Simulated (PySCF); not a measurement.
Electron correlation in Ne⁺ (neon, charge +1)

[He] 2s2 2p5, 2P determinant. Calculation: PySCF 2.14, in x2c-QZVPPall with one added diffuse shell each of s, p, d, f type (8s5p4d3f1g, 73 functions); scalar relativity by spin-free X2C-1e. Frozen: 1s2; 7 electrons correlated.

MP2 pair energies summed by pair of shells (mhartree):

```csv
pair,energy,share (%)
2p-2p,-132.27,61.2
2s-2p,-73.08,33.8
2s-2s,-10.77,5.0
```

Total MP2 correlation energy: -216.13 mhartree.

Same-spin part -49.75 and opposite-spin part -166.38 mhartree; SCS-MP2 scales them by 1/3 and 6/5 to -216.24 mhartree.
